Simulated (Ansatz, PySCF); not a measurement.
The pair A = HCl (SMILES Cl) (first 2 atoms), B = CHN (SMILES C#N); geometry from B3LYP-D3(BJ)/def2-TZVP.
(charge 0, multiplicity 1):
```xyz
5

Cl    -0.34072    -1.53255    -0.63115
H     -0.27153    -0.80216     0.43500
C     -0.10279     0.99552     3.05019
N     -0.16311     0.34697     2.10989
H     -0.04639     1.60010     3.92789
```

Correlated levels freeze the cores. Rows in 6-31G* carry no dispersion term and start afresh at each structure (6-31G* with six Cartesian d functions).

Run with Ansatz (Gaussian basis) for Hartree–Fock, density functionals and correlated methods; PySCF for 6-31G* rows. Values without a source in brackets are computed.

Total energies (hartree), monomers frozen at their geometry in the pair:

| structure | HF/aug-cc-pV(T+d)Z | B3LYP/6-31G* | CCSD(T)/aug-cc-pV(D+d)Z |
|---|---|---|---|
| AB | -553.0229089 | -554.2263621 | -553.4902134 |
| A in the pair's basis | -460.1082268 | -460.7959691 | -460.2803656 |
| B in the pair's basis | -92.9103658 | -93.4231526 | -93.2033613 |
| A | -460.1081825 | -460.7956837 | -460.2796711 |
| B | -92.9102322 | -93.4221957 | -93.2023473 |

Problem. Work out the interaction energy without and with the counterpoise correction, and the superposition error, for each level.

Solution. 
E(AB) − E(A) − E(B), times 627.509 kcal/mol, with the monomers in their own basis and then in the pair's basis:
- HF/aug-cc-pV(T+d)Z: -2.82 uncorrected, -2.71 corrected; the monomers gain 0.11 kcal/mol from borrowed functions
- B3LYP/6-31G*: -5.32 uncorrected, -4.54 corrected; the monomers gain 0.78 kcal/mol from borrowed functions
- CCSD(T)/aug-cc-pV(D+d)Z: -5.14 uncorrected, -4.07 corrected; the monomers gain 1.07 kcal/mol from borrowed functions

Ansatz is a first-principles code.
